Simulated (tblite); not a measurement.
C7H7 (doublet state).
Z-matrix (Å and degrees, GFN2-xTB geometry), rows numbered from 1:
```
C 
C   1  1.3473
C   2  1.4138  1  125.10
C   3  1.4411  2  128.04  1     0.16
C   4  1.3545  3  108.00  2   179.33
C   5  1.4551  4  108.48  3     0.13
C   6  1.3580  5  108.31  4     0.01
H   1  1.0760  2  121.61  3  -179.68
H   1  1.0758  2  121.63  3     0.26
H   2  1.0840  1  119.00  3   179.73
H   4  1.0730  3  125.25  2    -0.54
H   5  1.0745  4  127.24  3  -179.80
H   6  1.0746  5  124.29  4  -179.99
H   7  1.0741  3  124.54  2     0.49
```

Level: GFN2-xTB in tblite, geometry and Hessian alike; calculated harmonic values, unscaled, isolated species. The method is semi-empirical: single wavenumbers can be off by several per cent or more. One conformer, not necessarily the lowest. Open shells enter through the occupations alone, without spin polarisation, and single modes of such species can be off by tens of per cent.

Harmonic wavenumbers (cm⁻¹): 106.5, 198.4, 219.4, 458.0, 487.2, 495.2, 624.5, 650.0, 690.0, 777.6, 784.5, 824.1, 830.6, 858.5, 914.5, 976.7, 985.9, 1044.0, 1072.6, 1089.5, 1106.0, 1210.8, 1278.3, 1299.2, 1371.9, 1440.3, 1483.1, 1524.9, 1563.6, 3044.4, 3114.5, 3130.0, 3136.5, 3144.0, 3147.9, 3155.5.

A = 7519, B = 2054, C = 1613 MHz; mass 91.055 u (most abundant isotopes); point group Cs, symmetry number 1; spin multiplicity 2.

Task: What is the zero-point energy?

Result: Half the sum of the wavenumbers: 24119 cm⁻¹ = 68.96 kcal/mol.

Task: Give the ideal-gas entropy at 500 K and 1 bar in the rigid-rotor, harmonic-oscillator model (classical rotation).

Result: Translation 42.03, rotation 28.50, vibration 25.94, spin (R ln 2) 1.38: S = 97.9 cal/(mol K).

Task: And Cp and H(500 K) − H(0)?

Result: Cp = 41.78 cal/(mol K), of which vibrations give 33.83 (their classical limit is 36 R = 71.5); H(500 K) − H(0) = 11.65 kcal/mol without the zero-point energy, 7.67 from vibrations.

Task: What must be added to the electronic energy to get the Gibbs energy at 500 K and 1 bar?

Result: ZPE + [H(500 K) − H(0)] − T·S = 68.96 + 11.65 − 48.93 = 31.68 kcal/mol.

Task: How do the functions run with temperature in this model?

Result: 
```json
{"T (K)": "100", "S (cal/(mol K))": "61.3", "Cp (cal/(mol K))": "11.9", "H − H(0) (kcal/mol)": "0.95", "G − H(0) (kcal/mol)": "-5.19", "ln q(vib)": "0.35"}
{"T (K)": "200", "S (cal/(mol K))": "71.4", "Cp (cal/(mol K))": "18.3", "H − H(0) (kcal/mol)": "2.43", "G − H(0) (kcal/mol)": "-11.84", "ln q(vib)": "1.28"}
{"T (K)": "300", "S (cal/(mol K))": "80.4", "Cp (cal/(mol K))": "26.9", "H − H(0) (kcal/mol)": "4.69", "G − H(0) (kcal/mol)": "-19.43", "ln q(vib)": "2.45"}
{"T (K)": "800", "S (cal/(mol K))": "120.7", "Cp (cal/(mol K))": "54.9", "H − H(0) (kcal/mol)": "26.36", "G − H(0) (kcal/mol)": "-70.17", "ln q(vib)": "10.07"}
{"T (K)": "1000", "S (cal/(mol K))": "133.5", "Cp (cal/(mol K))": "60.3", "H − H(0) (kcal/mol)": "37.91", "G − H(0) (kcal/mol)": "-95.61", "ln q(vib)": "13.15"}
```

q(vib) and H(0) count from the zero-point level.

Hindered rotation and anharmonicity are outside this model. Other conformers, if any are populated, would add a mixing term that is left out.
